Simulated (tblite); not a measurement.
Species: C5H6OP (charge -1).
Numbering: `[CH3:1][O:2][c:3]1[cH:4][cH:5][p-:6][cH:7]1` (hydrogens: H8, H9, H10 on C1; H11 on C4; H12 on C5; H13 on C7)

Geometry (GFN2-xTB, Å), atoms numbered from 1 in this order:
```xyz
13
C5H6OP angstrom
C      2.1916    0.1042    0.4572
O      1.0645    0.9143    0.3971
C     -0.1606    0.2307    0.2546
C     -1.3545    0.9597    0.1866
C     -2.4525    0.1381    0.0479
P     -2.0355   -1.5520   -0.0025
C     -0.3458   -1.1295    0.1681
H      2.1583   -0.5841    1.3144
H      3.0528    0.7699    0.5666
H      2.3151   -0.4962   -0.4559
H     -1.3926    2.0392    0.2390
H     -3.4731    0.4888   -0.0239
H      0.4279   -1.8827    0.1973
```

Method: GFN2-xTB as coded in tblite; computed harmonic values from a numerical Hessian at the method's own geometry, unscaled. Against measured fundamentals such values can be off by several per cent, at times by over 20. One conformer, not necessarily the lowest.

Harmonic wavenumbers (cm⁻¹): 62.1, 200.2, 228.9, 275.0, 398.1, 428.1, 533.2, 547.7, 638.9, 696.7, 721.1, 773.6, 870.2, 906.9, 921.6, 1081.9, 1083.7, 1136.8, 1152.3, 1173.8, 1217.5, 1375.6, 1407.7, 1433.4, 1477.7, 1502.7, 1513.6, 2847.8, 2881.8, 2956.2, 3016.4, 3034.1, 3041.5.

A = 5667, B = 1547, C = 1225 MHz; mass 113.016 u (most abundant isotopes); point group Cs, symmetry number 1.

**Question.** Zero-point energy?

**Answer.** ½Σν̃ = 20768 cm⁻¹ = 248.45 kJ/mol.

**Question.** Give the ideal-gas entropy at 200 K and 1 bar in the rigid-rotor, harmonic-oscillator model (classical rotation).

**Answer.** Translation 159.52, rotation 111.31, vibration 36.97: S = 307.8 J/(mol K).

**Question.** And Cp and H(200 K) − H(0)?

**Answer.** Cp = 83.12 J/(mol K), of which vibrations give 49.86 (their classical limit is 33 R = 274.4); H(200 K) − H(0) = 11.00 kJ/mol without the zero-point energy, 4.34 from vibrations.

**Question.** Which modes carry the vibrational entropy at 200 K?

**Answer.** 62.1 cm⁻¹: 15.08; 200.2 cm⁻¹: 5.96; 228.9 cm⁻¹: 5.05; 275.0 cm⁻¹: 3.88; 398.1 cm⁻¹: 1.93; 428.1 cm⁻¹: 1.63 J/(mol K); the other 27 give 3.45 together.

**Question.** What must be added to the electronic energy to get the Gibbs energy at 200 K and 1 bar?

**Answer.** ZPE + [H(200 K) − H(0)] − T·S = 248.45 + 11.00 − 61.56 = 197.89 kJ/mol.

**Question.** How do the functions run with temperature in this model?

**Answer.** 
| T (K) | S (J/(mol K)) | Cp (J/(mol K)) | H − H(0) (kJ/mol) | G − H(0) (kJ/mol) | ln q(vib) |
| --- | --- | --- | --- | --- | --- |
| 150 | 286.2 | 67.9 | 7.22 | -35.71 | 1.21 |
| 250 | 328.0 | 98.9 | 15.55 | -66.46 | 2.51 |
| 298.15 | 346.8 | 114.2 | 20.68 | -82.71 | 3.20 |
| 400 | 384.6 | 144.2 | 33.87 | -119.98 | 4.73 |
| 600 | 452.1 | 188.7 | 67.48 | -203.81 | 7.89 |
| 900 | 537.1 | 229.4 | 130.76 | -352.65 | 12.54 |

q(vib) and H(0) count from the zero-point level.

**Question.** Blend soft modes into free rotors: weight 1/[1 + (100 cm⁻¹/ν̃)⁴] for the oscillator and the rest for a rotor with moment μB/(μ + B), μ = h/(8π²ν), B = 10⁻⁴⁴ kg m². What vibrational entropy results?

**Answer.** 34.73 J/(mol K) in place of 36.97, which changes −T·S at 200 K by +0.45 kJ/mol.

Hindered rotation and anharmonicity are outside this model. Other conformers, if any are populated, would add a mixing term that is left out.
